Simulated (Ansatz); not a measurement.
# Worked example: the interaction energy

The pair of Li⁺ (SMILES [Li+], atom 1) and CH5N (SMILES CN, atoms 2–8), both closed shells, in one local arrangement (a lower one may exist), relaxed at PBE0-D4/def2-TZVP:

```tsv
atom	x (Å)	y (Å)	z (Å)
Li1	-0.2980	0.2410	-2.2251
C2	0.1194	-0.5791	0.5099
N3	-0.1013	0.6299	-0.3229
H4	0.2268	-0.3364	1.5678
H5	1.0247	-1.0902	0.1814
H6	-0.7245	-1.2603	0.3980
H7	0.6677	1.2748	-0.1522
H8	-0.9149	1.1204	0.0431
```

Both fragments are computed in the basis of the whole pair.

Ansatz 0.2.0; basis: def2-TZVPPD and def2-QZVPPD; cores frozen in the correlated methods. The outer core shell of Li, Na, Mg and K is correlated.

Energies in eV:

| quantity | pair | first fragment | second fragment |
| --- | --- | --- | --- |
| Hartree–Fock, triple zeta (X = 3) | -2790.80277 | -196.91186 | -2592.06491 |
| Hartree–Fock, quadruple zeta (X = 4) | -2790.93505 | -196.91260 | -2592.18476 |
| MP2 correlation, X = 3 | -11.82889 | -0.81948 | -11.06580 |
| MP2 correlation, X = 4 | -12.52951 | -0.82076 | -11.75330 |
| CCSD(T) correlation, X = 3 | -13.01447 | -0.93680 | -12.13740 |

(1) Work out the interaction energy at the basis limit: extrapolate Hartree–Fock as E(X) = E∞ + A exp(−7.88 √X) and the MP2 correlation as E(X) = E∞ + B X^−2.97 (the exponents that Neese and Valeev fitted for def2-TZVPP and QZVPP, reused here for the diffuse sets), then add CCSD(T) − MP2 in triple zeta.

T1 diagnostic: at most 0.009.

Results:

(1) Each step is linear, so take the differences first (pair − first fragment − second fragment): Hartree–Fock -1.82600 (X = 3) and -1.83769 (X = 4); MP2 correlation 0.05639 and 0.04455; CCSD(T) correlation 0.05973.
Two points give E∞ = E(4) + w [E(4) − E(3)], with w = 1/(exp(7.88 (2 − √3)) − 1) = 0.1377 for Hartree–Fock and w = 1/((4/3)^2.97 − 1) = 0.7407 for the correlation.
Hartree–Fock: -1.83769 + 0.1377 × (-0.01169) = -1.8393 eV.
MP2 correlation: 0.04455 + 0.7407 × (-0.01184) = 0.0358 eV.
CCSD(T) − MP2: 0.05973 − 0.05639 = 0.0033 eV.
Sum: -1.8393 + 0.0358 + 0.0033 = -1.8002 eV, or -41.51 kcal/mol. Plain CCSD(T) in triple zeta gives -1.7663 eV, so the larger basis shifts the result by -0.0339 eV.

For scale, one of the runs: CCSD(T)/def2-TZVPPD, 181 basis functions, launched by `ansatz run in.yaml --threads 2 --pin off --events-out ev --progress --plain --max-ram 5222MiB`. Time: 26 s of wall clock on 2 CPU threads of an Arm Neoverse V2; the host was shared. Peak host memory: 1.8 GiB.
